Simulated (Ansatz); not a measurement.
Ansatz (an electronic-structure program) input (B3LYP-D3(BJ)/def2-TZVP):

Ansatz 0.2 input:
```yaml
crystal:
  periodic: [false, false, false]
  atoms:
    - {symbol: C, position_ang: [-2.03021267, 0.91163379, 0.84250509]}
    - {symbol: C, position_ang: [-0.93833435, -0.07263228, 0.61356073]}
    - {symbol: C, position_ang: [-1.46767137, -1.34126963, -0.06863272]}
    - {symbol: C, position_ang: [0.22886989, 0.57227764, -0.15068870]}
    - {symbol: C, position_ang: [1.46279245, -0.30306346, -0.25497844]}
    - {symbol: O, position_ang: [2.49759506, 0.47350476, -0.85603961]}
    - {symbol: H, position_ang: [-1.81203651, 1.96525313, 0.95488714]}
    - {symbol: H, position_ang: [-3.04379430, 0.58003405, 1.02474809]}
    - {symbol: H, position_ang: [-0.54435831, -0.37806739, 1.59989741]}
    - {symbol: H, position_ang: [-2.32108705, -1.74583160, 0.47851463]}
    - {symbol: H, position_ang: [-1.79582995, -1.11950700, -1.08679872]}
    - {symbol: H, position_ang: [-0.70752121, -2.12159611, -0.11868966]}
    - {symbol: H, position_ang: [-0.10018932, 0.84836859, -1.15639563]}
    - {symbol: H, position_ang: [0.51882531, 1.49858803, 0.35215814]}
    - {symbol: H, position_ang: [1.76393947, -0.63962325, 0.74650655]}
    - {symbol: H, position_ang: [1.25609013, -1.19366468, -0.85867112]}
    - {symbol: H, position_ang: [3.27253773, -0.08366816, -0.97843578]}
basis:
  gaussian:
    orbitals: def2-TZVP
hamiltonian:
  xc: b3lyp
  dispersion: d3bj
magnetization: {spin_polarized: true, initial_magnetization: 1}
phonons: {temperatures: {t_min: 298.15, t_max: 298.15, t_step: 100}}
```

Output:

```
Functional definition: B3LYP
integrals: 0.19 GiB planned
1535 factors; their error is unknown
0.34 GiB of the device are held for the grids
1.48 GiB of device memory are held for the factors and their scratch space
mean field: 1.74 GiB planned
mean field evaluation 1: about -7398.2261 eV, gradient 5.7e1 eV
mean field evaluation 2: about -7385.7332 eV, gradient 7.8e1 eV
mean field evaluation 4: about -7412.8988 eV, gradient 4.5e0 eV
mean field evaluation 8: about -7412.9754 eV, gradient 6.5e-2 eV
mean field evaluation 16: about -7412.9383 eV, gradient 3.3e-4 eV
mean field -7412.93834849 eV, -272.4204596369 hartree, gradient 7.8e-5 eV, S^2 0.753952; 0 other end points of the search recorded, 0 dependent functions left out
the calculation of the forces begins
reference -7412.93866421 eV, -272.4204712393 hartree; 25, 24 occupied and 227, 228 virtual orbitals, 1535 factors
these checks for a lower state are left out or cut short: stability, starts, cluster_reference, orbital_swaps, neighbouring_geometries, increment
integrals: 0.19 GiB planned
1535 factors; their error is unknown
0.34 GiB of the device are held for the grids
1.48 GiB of device memory are held for the factors and their scratch space
mean field: 1.74 GiB planned
mean field -7412.93812120 eV, -272.4204512840 hartree, gradient 3.2e-6 eV, S^2 0.753956; 0 other end points of the search recorded, 0 dependent functions left out
the calculation of the forces begins
reference -7412.93843690 eV, -272.4204628859 hartree; 25, 24 occupied and 227, 228 virtual orbitals, 1535 factors
these checks for a lower state are left out or cut short: stability, starts, cluster_reference, orbital_swaps, neighbouring_geometries, increment
integrals: 0.19 GiB planned
1535 factors; their error is unknown
0.34 GiB of the device are held for the grids
1.48 GiB of device memory are held for the factors and their scratch space
mean field: 1.74 GiB planned
mean field evaluation 32: about -7412.9382 eV, gradient 2.6e-6 eV
mean field -7412.93823169 eV, -272.4204553447 hartree, gradient 3.2e-6 eV, S^2 0.753948; 0 other end points of the search recorded, 0 dependent functions left out
the calculation of the forces begins
reference -7412.93854743 eV, -272.4204669477 hartree; 25, 24 occupied and 227, 228 virtual orbitals, 1535 factors
these checks for a lower state are left out or cut short: stability, starts, cluster_reference, orbital_swaps, neighbouring_geometries, increment
integrals: 0.19 GiB planned
1535 factors; their error is unknown
0.34 GiB of the device are held for the grids
1.48 GiB of device memory are held for the factors and their scratch space
mean field: 1.74 GiB planned
mean field -7412.93821575 eV, -272.4204547589 hartree, gradient 3.2e-6 eV, S^2 0.753949; 0 other end points of the search recorded, 0 dependent functions left out
the calculation of the forces begins
reference -7412.93853147 eV, -272.4204663613 hartree; 25, 24 occupied and 227, 228 virtual orbitals, 1535 factors
these checks for a lower state are left out or cut short: stability, starts, cluster_reference, orbital_swaps, neighbouring_geometries, increment
integrals: 0.19 GiB planned
1535 factors; their error is unknown
0.34 GiB of the device are held for the grids
1.48 GiB of device memory are held for the factors and their scratch space
mean field: 1.74 GiB planned
mean field -7412.93812479 eV, -272.4204514161 hartree, gradient 3.2e-6 eV, S^2 0.753956; 0 other end points of the search recorded, 0 dependent functions left out
[...]
reference -7412.93860994 eV, -272.4204692450 hartree; 25, 24 occupied and 227, 228 virtual orbitals, 1535 factors
these checks for a lower state are left out or cut short: stability, starts, cluster_reference, orbital_swaps, neighbouring_geometries, increment
integrals: 0.19 GiB planned
1535 factors; their error is unknown
0.34 GiB of the device are held for the grids
1.48 GiB of device memory are held for the factors and their scratch space
mean field: 1.75 GiB planned
mean field -7412.93826173 eV, -272.4204564486 hartree, gradient 3.2e-6 eV, S^2 0.753952; 0 other end points of the search recorded, 0 dependent functions left out
the calculation of the forces begins
reference -7412.93857740 eV, -272.4204680492 hartree; 25, 24 occupied and 227, 228 virtual orbitals, 1535 factors
these checks for a lower state are left out or cut short: stability, starts, cluster_reference, orbital_swaps, neighbouring_geometries, increment
integrals: 0.19 GiB planned
1535 factors; their error is unknown
0.34 GiB of the device are held for the grids
1.48 GiB of device memory are held for the factors and their scratch space
mean field: 1.74 GiB planned
mean field evaluation 672: about -7412.9708 eV, gradient 5.5e-4 eV
mean field -7412.93829693 eV, -272.4204577420 hartree, gradient 3.2e-6 eV, S^2 0.753952; 0 other end points of the search recorded, 0 dependent functions left out
the calculation of the forces begins
reference -7412.93861269 eV, -272.4204693462 hartree; 25, 24 occupied and 227, 228 virtual orbitals, 1535 factors
these checks for a lower state are left out or cut short: stability, starts, cluster_reference, orbital_swaps, neighbouring_geometries, increment
integrals: 0.19 GiB planned
1535 factors; their error is unknown
0.34 GiB of the device are held for the grids
1.48 GiB of device memory are held for the factors and their scratch space
mean field: 1.74 GiB planned
mean field -7412.93828888 eV, -272.4204574463 hartree, gradient 3.2e-6 eV, S^2 0.753952; 0 other end points of the search recorded, 0 dependent functions left out
the calculation of the forces begins
reference -7412.93860459 eV, -272.4204690483 hartree; 25, 24 occupied and 227, 228 virtual orbitals, 1535 factors
these checks for a lower state are left out or cut short: stability, starts, cluster_reference, orbital_swaps, neighbouring_geometries, increment
integrals: 0.19 GiB planned
1535 factors; their error is unknown
0.34 GiB of the device are held for the grids
1.48 GiB of device memory are held for the factors and their scratch space
mean field: 1.74 GiB planned
mean field -7412.93832243 eV, -272.4204586791 hartree, gradient 3.2e-6 eV, S^2 0.753952; 0 other end points of the search recorded, 0 dependent functions left out
the calculation of the forces begins
reference -7412.93863815 eV, -272.4204702819 hartree; 25, 24 occupied and 227, 228 virtual orbitals, 1535 factors
these checks for a lower state are left out or cut short: stability, starts, cluster_reference, orbital_swaps, neighbouring_geometries, increment
integrals: 0.19 GiB planned
1535 factors; their error is unknown
0.34 GiB of the device are held for the grids
1.48 GiB of device memory are held for the factors and their scratch space
mean field: 1.74 GiB planned
mean field -7412.93826760 eV, -272.4204566644 hartree, gradient 3.2e-6 eV, S^2 0.753952; 0 other end points of the search recorded, 0 dependent functions left out
the calculation of the forces begins
reference -7412.93858334 eV, -272.4204682676 hartree; 25, 24 occupied and 227, 228 virtual orbitals, 1535 factors
these checks for a lower state are left out or cut short: stability, starts, cluster_reference, orbital_swaps, neighbouring_geometries, increment
integrals: 0.19 GiB planned
1535 factors; their error is unknown
0.34 GiB of the device are held for the grids
1.48 GiB of device memory are held for the factors and their scratch space
mean field: 1.74 GiB planned
mean field evaluation 704: about -7412.9382 eV, gradient 2.6e-6 eV
mean field -7412.93821166 eV, -272.4204546084 hartree, gradient 3.2e-6 eV, S^2 0.753952; 0 other end points of the search recorded, 0 dependent functions left out
the calculation of the forces begins
reference -7412.93852735 eV, -272.4204662099 hartree; 25, 24 occupied and 227, 228 virtual orbitals, 1535 factors
these checks for a lower state are left out or cut short: stability, starts, cluster_reference, orbital_swaps, neighbouring_geometries, increment
integrals: 0.19 GiB planned
1535 factors; their error is unknown
0.34 GiB of the device are held for the grids
1.48 GiB of device memory are held for the factors and their scratch space
mean field: 1.74 GiB planned
mean field -7412.93828743 eV, -272.4204573930 hartree, gradient 3.2e-6 eV, S^2 0.753952; 0 other end points of the search recorded, 0 dependent functions left out
the calculation of the forces begins
reference -7412.93860315 eV, -272.4204689956 hartree; 25, 24 occupied and 227, 228 virtual orbitals, 1535 factors
these checks for a lower state are left out or cut short: stability, starts, cluster_reference, orbital_swaps, neighbouring_geometries, increment
integrals: 0.19 GiB planned
1535 factors; their error is unknown
0.34 GiB of the device are held for the grids
1.48 GiB of device memory are held for the factors and their scratch space
mean field: 1.74 GiB planned
mean field -7412.93828873 eV, -272.4204574406 hartree, gradient 3.2e-6 eV, S^2 0.753952; 0 other end points of the search recorded, 0 dependent functions left out
the calculation of the forces begins
reference -7412.93860443 eV, -272.4204690427 hartree; 25, 24 occupied and 227, 228 virtual orbitals, 1535 factors
these checks for a lower state are left out or cut short: stability, starts, cluster_reference, orbital_swaps, neighbouring_geometries, increment
integrals: 0.19 GiB planned
1535 factors; their error is unknown
0.34 GiB of the device are held for the grids
1.48 GiB of device memory are held for the factors and their scratch space
mean field: 1.74 GiB planned
mean field -7412.93833373 eV, -272.4204590945 hartree, gradient 3.2e-6 eV, S^2 0.753952; 0 other end points of the search recorded, 0 dependent functions left out
the calculation of the forces begins
reference -7412.93864944 eV, -272.4204706966 hartree; 25, 24 occupied and 227, 228 virtual orbitals, 1535 factors
these checks for a lower state are left out or cut short: stability, starts, cluster_reference, orbital_swaps, neighbouring_geometries, increment
integrals: 0.19 GiB planned
1535 factors; their error is unknown
0.34 GiB of the device are held for the grids
1.48 GiB of device memory are held for the factors and their scratch space
mean field: 1.74 GiB planned
mean field -7412.93835134 eV, -272.4204597417 hartree, gradient 3.2e-6 eV, S^2 0.753952; 0 other end points of the search recorded, 0 dependent functions left out
the calculation of the forces begins
reference -7412.93866707 eV, -272.4204713444 hartree; 25, 24 occupied and 227, 228 virtual orbitals, 1535 factors
Total energy: -7413.52622737 eV, -272.4420637874 hartree
Atom 0 at    -2.030213     0.911634     0.842505 Å, force     0.000410     0.001006    -0.001003 eV/Å
Atom 1 at    -0.938334    -0.072632     0.613561 Å, force     0.000297    -0.000307    -0.000021 eV/Å
Atom 2 at    -1.467671    -1.341270    -0.068633 Å, force    -0.000109    -0.000469     0.000386 eV/Å
Atom 3 at     0.228870     0.572278    -0.150689 Å, force    -0.000365     0.000128     0.000276 eV/Å
Atom 4 at     1.462792    -0.303063    -0.254978 Å, force    -0.000096     0.000511     0.000061 eV/Å
Atom 5 at     2.497595     0.473505    -0.856040 Å, force     0.000297    -0.000413     0.000086 eV/Å
Atom 6 at    -1.812037     1.965253     0.954887 Å, force    -0.000397    -0.000108     0.000271 eV/Å
Atom 7 at    -3.043794     0.580034     1.024748 Å, force     0.000180    -0.000128     0.000466 eV/Å
Atom 8 at    -0.544358    -0.378067     1.599897 Å, force    -0.000264    -0.000326    -0.000196 eV/Å
Atom 9 at    -2.321087    -1.745832     0.478515 Å, force    -0.000161    -0.000149     0.000040 eV/Å
Atom 10 at    -1.795830    -1.119507    -1.086799 Å, force    -0.000010     0.000059    -0.000013 eV/Å
Atom 11 at    -0.707521    -2.121596    -0.118690 Å, force     0.000043    -0.000112    -0.000046 eV/Å
Atom 12 at    -0.100189     0.848369    -1.156396 Å, force    -0.000019     0.000009     0.000044 eV/Å
Atom 13 at     0.518825     1.498588     0.352158 Å, force     0.000308     0.000024    -0.000190 eV/Å
Atom 14 at     1.763939    -0.639623     0.746507 Å, force    -0.000200    -0.000146    -0.000093 eV/Å
Atom 15 at     1.256090    -1.193665    -0.858671 Å, force    -0.000023     0.000109    -0.000017 eV/Å
Atom 16 at     3.272538    -0.083668    -0.978436 Å, force     0.000112     0.000313    -0.000050 eV/Å
Dipole moment:     0.067166    -0.340831     0.098339 e Å
Vibrations: 79.72 111.69 130.62 194.08 239.55 255.49 330.71 387.47 426.11 467.53 543.35 797.48 851.79 921.56 970.83 984.02 1028.69 1052.64 1090.71 1155.80 1188.56 1233.71 1243.16 1292.00 1318.06 1343.03 1360.94 1409.46 1453.03 1466.48 1491.22 1499.27 1504.88 1528.02 2889.41 2971.78 3011.61 3030.63 3032.60 3071.80 3091.48 3100.96 3140.20 3240.57 3812.61 cm⁻¹, zero-point energy 4.075690 eV
```

It need not be the lowest isomer of its formula.
